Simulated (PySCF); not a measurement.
Cost of one run: geometry optimisation, `CC(=S)CCI`.

Method: PBE0-D3(BJ)/def2-SVP geometry optimisation, gas phase, def2 core potentials past Kr (PySCF 2.14.0). Work: geometry optimisation from a GFN2-xTB start shaken at random, density fitting. The input is one job of a driver script: a line of settings, then coordinates in Å.

Input:
```
{"job": {"xc": "PBE0", "basis": "def2-SVP", "d3": "d3bj", "grid": 1, "maxiter": 30, "shake": 0.01, "kind": "geom"}, "charge": 0, "multiplicity": 1}
C      1.805180     0.323150    -0.342330
C      0.677790    -0.605320    -0.053060
S      0.896250    -1.966400     0.792600
C     -0.653980    -0.246050    -0.561450
C     -1.662050     0.000580     0.574390
I     -1.204270     1.828450     1.660940
H      2.716080     0.037770     0.139350
H      1.532040     1.357360    -0.016740
H      1.946790     0.405820    -1.405150
H     -1.082720    -1.103400    -1.112130
H     -0.650970     0.614580    -1.213660
H     -2.669650     0.126920     0.224900
H     -1.644680    -0.790340     1.302010
```

Hardware: one thread, Arm Neoverse V2 (aarch64), shared host. PySCF's memory limit was set to 2320 MB.

Task: How large is the basis?

Result: 135 functions.

Task: Which is nearest to the wall time?
A. 17 s
B. 2.2 min
C. 2.2 h
D. 18 min

Result: B. The run took 2.2 min. The run took 15 energy-and-gradient evaluations and 120 SCF cycles, 8.8 s an evaluation on average.

Task: How much memory does it need at the peak?

Result: About 0.65 GiB. Peak memory is the resident size of the whole Python process, interpreter and libraries included.

Task: At this speed, how long would 1000 such jobs take on 8 cores, one job a core?

Result: 1000/8 gives 125 rounds of 2.2 min, about 4.6 h of wall time and 37 core-hours, if the jobs don't slow each other.

The host was shared with other jobs, so the times are rough.

The run converged: final energy -851.97473 Eh after 14 steps; dipole 3.30 D.
